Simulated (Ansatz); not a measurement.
Gas-phase reaction (SMILES): N[SiH2]N[SiH3] -> N[SiH-]N[SiH3] + H+; deprotonation at the site shown.

Geometries: B3LYP-D3(BJ)/def2-TZVP minima from Ansatz (a program for electronic structure), one conformer each, not searched for the lowest. Valence correlation only, unless marked. Spin-orbit coupling is left out. Non-relativistic. CBS marks a two-point X^-3 extrapolation of the correlation energy; Hartree-Fock from the larger set. Anions need diffuse functions, of which def2-TZVPD holds fewer than the aug- sets. Thermal terms are rigid-rotor harmonic-oscillator values from B3LYP-D3(BJ) frequencies (Ansatz) at 298.15 K and 1 atm. 1 Eh = 627.5095 kcal/mol. The proton has no electrons: its energy is zero and its thermal terms are those of translation.

| species | E, CCSD(T)/CBS(aug-cc-pV(T+d)Z,aug-cc-pV(Q+d)Z) (Ansatz) (Eh) | E, PBE-D3(BJ)/def2-TZVPD (Ansatz + dftd3) (Eh) | H - E (Eh) |
|---|---|---|---|
| N[SiH2]N[SiH3] | -692.44045 | -693.00171 | 0.09353 |
| N[SiH-]N[SiH3] | -691.82499 | -692.39757 | 0.08149 |
| H+ | 0.00000 | 0.00000 | 0.00236 |

Problem. Work out ΔE and ΔH at 298.15 K at the first level, then ΔH at the second.

Solution. 
1. ΔE = [(-691.82499) + (0.00000)] - [(-692.44045)] = 0.61546 Eh = 386.2 kcal/mol at CCSD(T)/CBS(aug-cc-pV(T+d)Z,aug-cc-pV(Q+d)Z).
2. The terms H - E add up to -0.00968 Eh, so ΔH = (0.61546 + (-0.00968))×627.5095 = 380.1 kcal/mol.
3. At PBE-D3(BJ)/def2-TZVPD the same steps give ΔE = 379.1 and ΔH = 373.0 kcal/mol, a shift of -7.1 from the first level.
4. These values are not checked against measurement here, since the tables used lack a sound gas-phase enthalpy of formation for at least one species, or one in the same ion convention.
